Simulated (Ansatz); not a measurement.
Cost and result up the ladder for the cluster Ag9S5 (14 atoms). The state is a doublet with charge 0. Geometry: PBE-D4/def2-SVP, loosely relaxed.

```xyz
14

Ag   -1.4643    0.0525    2.0662
Ag    2.4477    0.7216   -0.6535
Ag    3.2833   -1.4282   -2.2802
Ag   -2.1667   -1.0220   -0.5001
Ag    1.4449   -0.4372    1.7419
Ag    0.2436    2.1421    0.8395
Ag   -4.0720    0.8960    0.7965
Ag   -0.3578    0.9725   -1.7774
Ag    0.7097   -1.7452   -1.0961
S     0.3237    1.2445    3.0976
S     1.2591    2.7437   -1.2922
S    -1.1007   -1.1951   -2.6162
S    -3.4213   -1.2696    1.5445
S     2.8708   -1.6755    0.1294
```

Ansatz on 2 threads of AMD EPYC 7R13 on a shared host and a share (18 GiB) of an NVIDIA H100 80GB HBM3. Times are rough, and most runs start from the orbitals of an earlier one. PBE0-D4/def2-TZVP serves as the yardstick here, not as an exact answer. Differences are given only for rows in sets of like size (and for xTB, whose basis is part of the method), since another set adds its own error. Binding counts from free atoms at the same level (Ag doublet, S triplet; other spins of the atoms weren't run), without zero-point energy or a counterpoise term.

In the def2 sets Ag takes a core potential; there is no spin–orbit coupling. Correlated methods freeze 25 core orbitals; core or outer-core shells of Ag are correlated, in sets that lack core-valence functions. The rows differ in basis, and correlated rows in double-zeta sets carry the largest basis error. Single mean-field runs in def2-TZVP are fitted with def2-universal-jkfit. No other spin state of charge 0 was run. Another isomer (doublet) lies 1.02 eV lower at PBE0-D4/def2-TZVP; other spin states weren't run for this one.

Run but left out: HF/STO-3G (⟨S²⟩ 6.02, where a pure state has 0.75).

Correlated methods converge slowly with the basis, most of all in double-zeta sets.

```
                         level  functions  binding energy per atom (eV)  difference from PBE0-D4/def2-TZVP (eV)         remarks
              PBE0-D4/def2-SVP        369                          2.38                                       –  loose geometry
             PBE0-D4/def2-TZVP        545                          2.37                                    0.00  loose geometry
           r2SCAN-D4/def2-TZVP        545                          2.55                                    0.17  loose geometry
PBE-D4/def2-TZVP (with forces)        545                          2.55                                    0.17  loose geometry
               PBE-D4/def2-SVP        369                          2.55                                       –  loose geometry
              RPA@PBE/def2-SVP        369                          2.25                                       –  loose geometry
             BLYP-D4/def2-TZVP        545                          2.36                                   -0.02  loose geometry
                  MP2/def2-SVP        369                          2.44                                       –  loose geometry
```

Problem. Estimate how long each takes.

Solution. BLYP-D4/def2-TZVP 7.5 s; PBE-D4/def2-SVP 7.5 s; PBE0-D4/def2-TZVP 8.5 s; PBE-D4/def2-TZVP (with forces) 10 s; PBE0-D4/def2-SVP 12 s; r2SCAN-D4/def2-TZVP 13 s; RPA@PBE/def2-SVP 16 s; MP2/def2-SVP 16 s. On shared hardware such times vary by a factor of up to 3.
